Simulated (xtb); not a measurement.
Cl₄Hf, charge -1, doublet, geometry from GFN2-xTB (such geometries of metal compounds can be far from the true shape) (the multiplicity is a formal guess); GFN2-xTB (xtb 6.7.1).

xtb was given this input:
```
$ xtb mol.xyz --gfn 2 --chrg -1 --uhf 1 --acc 0.1 --json

# file mol.xyz
5

Hf     0.00000000     0.00000000    -0.00000000
Cl     1.82374327    -0.59211105    -1.26725200
Cl     0.68133758     0.49595755     2.13830958
Cl    -1.01228908     1.84282251    -0.92835265
Cl    -1.49279177    -1.74666901     0.05729507
```

What does xtb print? Leave out banner, timings and long lists.


```
   ID    Z sym.   atoms
    1   72 Hf     1
    2   17 Cl     2-5

           -------------------------------------------------
          |                Calculation Setup                |
           -------------------------------------------------

           -------------------------------------------------
          |                 G F N 2 - x T B                 |
           -------------------------------------------------

          ...................................................
          :                      SETUP                      :
          :.................................................:
          :  # basis functions                  50          :
          :  # atomic orbitals                  45          :
          :  # shells                           15          :
          :  # electrons                        33          :
          :  max. iterations                   250          :
          :  Hamiltonian                  GFN2-xTB          :
          :  restarted?                      false          :
          :  GBSA solvation                  false          :
          :  PC potential                    false          :
          :  electronic temp.          300.0000000     K    :
          :  accuracy                    0.1000000          :
          :  -> integral cutoff          0.3500000E+02      :
          :  -> integral neglect         0.1000000E-08      :
          :  -> SCF convergence          0.1000000E-06 Eh   :
          :  -> wf. convergence          0.1000000E-04 e    :
          :  Broyden damping             0.4000000          :
          :  net charge                         -1          :
          :  unpaired electrons                  1          :
          ...................................................

 iter      E             dE          RMSdq      gap      omega  full diag
   1    -16.4856674 -0.164857E+02  0.240E+01    0.00       0.0  T
   2    -18.1193674 -0.163370E+01  0.178E+01    0.00       1.0  T
   3    -19.7827218 -0.166335E+01  0.980E+00    0.00       1.0  T
   4    -20.0183259 -0.235604E+00  0.720E+00    0.00       1.0  T
   5    -20.0447415 -0.264156E-01  0.559E+00    0.00       1.0  T
   6    -20.1695983 -0.124857E+00  0.917E-01    0.00       1.0  T
   7    -20.1729114 -0.331316E-02  0.576E-01    0.00       1.0  T
   8    -20.1736245 -0.713022E-03  0.499E-01    0.00       1.0  T
   9    -20.1752506 -0.162612E-02  0.259E-01    0.00       1.0  T
  10    -20.1758193 -0.568693E-03  0.178E-02    0.00       2.5  T
  11    -20.1758176  0.169214E-05  0.213E-02    0.00       2.1  T
  12    -20.1758204 -0.282075E-05  0.203E-03    0.00      22.0  T
  13    -20.1758204 -0.261032E-07  0.892E-04    0.00      50.1  T
  14    -20.1758204 -0.423998E-08  0.102E-04    0.00     436.7  T
  15    -20.1758204 -0.643148E-10  0.407E-06    0.00   10977.2  T
  16    -20.1758204 -0.923706E-13  0.680E-07    0.00   65722.3  T

   *** convergence criteria satisfied after 16 iterations ***

         :::::::::::::::::::::::::::::::::::::::::::::::::::::
         ::                     SUMMARY                     ::
         :::::::::::::::::::::::::::::::::::::::::::::::::::::
         :: total energy             -20.158091822414 Eh    ::
         :: gradient norm              0.000009406489 Eh/a0 ::
         :: HOMO-LUMO gap              0.000000001288 eV    ::
         ::.................................................::
         :: SCC energy               -20.175813309444 Eh    ::
         :: -> isotropic ES            0.127624179174 Eh    ::
         :: -> anisotropic ES         -0.008122006026 Eh    ::
         :: -> anisotropic XC         -0.009073975649 Eh    ::
         :: -> dispersion             -0.005696135406 Eh    ::
         :: repulsion energy           0.017721487030 Eh    ::
         :: add. restraining           0.000000000000 Eh    ::
         :: total charge              -1.000000000000 e     ::
         :::::::::::::::::::::::::::::::::::::::::::::::::::::

           -------------------------------------------------
          |                Property Printout                |
           -------------------------------------------------

    * Orbital Energies and Occupations

         #    Occupation            Energy/Eh            Energy/eV
      -------------------------------------------------------------
         1        2.0000           -0.9490888             -25.8260
       ...           ...                  ...                  ...
         5        2.0000           -0.4380947             -11.9212
         6        2.0000           -0.3211107              -8.7379
         7        2.0000           -0.3211107              -8.7379
         8        2.0000           -0.3211107              -8.7379
         9        2.0000           -0.3025652              -8.2332
        10        2.0000           -0.3025652              -8.2332
        11        2.0000           -0.3018581              -8.2140
        12        2.0000           -0.3018581              -8.2140
        13        2.0000           -0.3018581              -8.2140
        14        2.0000           -0.2996636              -8.1543
        15        2.0000           -0.2996636              -8.1543
        16        2.0000           -0.2996636              -8.1543
        17        0.5000           -0.1860104              -5.0616 (HOMO)
        18        0.5000           -0.1860104              -5.0616 (LUMO)
        19                         -0.1698827              -4.6227
        20                         -0.1698827              -4.6227
        21                         -0.1698827              -4.6227
        22                          0.0855333               2.3275
        23                          0.1738914               4.7318
        24                          0.1738914               4.7318
        25                          0.1738914               4.7318
        26                          0.1748663               4.7584
        27                          0.1748663               4.7584
        28                          0.1748663               4.7584
       ...                                ...                  ...
        45                          0.7211450              19.6234
      -------------------------------------------------------------
                  HL-Gap            0.0000000 Eh            0.0000 eV
             Fermi-level           -0.2144237 Eh           -5.8348 eV

     #   Z          covCN         q      C6AA      α(0)
     1  72 Hf       2.922     0.657   153.002    26.630
     2  17 Cl       0.731    -0.414   112.399    16.216
     3  17 Cl       0.731    -0.414   112.399    16.216
     4  17 Cl       0.731    -0.414   112.399    16.216
     5  17 Cl       0.731    -0.414   112.399    16.216

 Mol. C6AA /au·bohr⁶  :       2947.961080
 Mol. C8AA /au·bohr⁸  :     197457.023857
 Mol. α(0) /au        :         91.495015

Wiberg/Mayer (AO) data.
largest (>0.10) Wiberg bond orders for each atom

 ---------------------------------------------------------------------------
     #   Z sym  total        # sym  WBO       # sym  WBO       # sym  WBO
 ---------------------------------------------------------------------------
     1  72 Hf   3.385 --     5 Cl   0.846     4 Cl   0.846     2 Cl   0.846
                             3 Cl   0.846
     2  17 Cl   1.018 --     1 Hf   0.846
     3  17 Cl   1.018 --     1 Hf   0.846
     4  17 Cl   1.018 --     1 Hf   0.846
     5  17 Cl   1.018 --     1 Hf   0.846
 ---------------------------------------------------------------------------

Topologies differ in total number of bonds
Writing topology from bond orders to xtbtopo.mol

molecular dipole:
                 x           y           z       tot (Debye)
 q only:       -0.000      -0.000      -0.000
   full:       -0.000      -0.000      -0.000       0.000
molecular quadrupole (traceless):
                xx          xy          yy          xz          yz          zz
 q only:       -0.000       0.000       0.000      -0.000      -0.000      -0.000
  q+dip:       -0.000       0.000       0.000      -0.000      -0.000      -0.000
   full:       -0.000       0.000       0.000      -0.000      -0.000      -0.000

           -------------------------------------------------
          | TOTAL ENERGY              -20.158091822414 Eh   |
          | GRADIENT NORM               0.000009406489 Eh/α |
          | HOMO-LUMO GAP               0.000000001288 eV   |
           -------------------------------------------------

normal termination of xtb
```
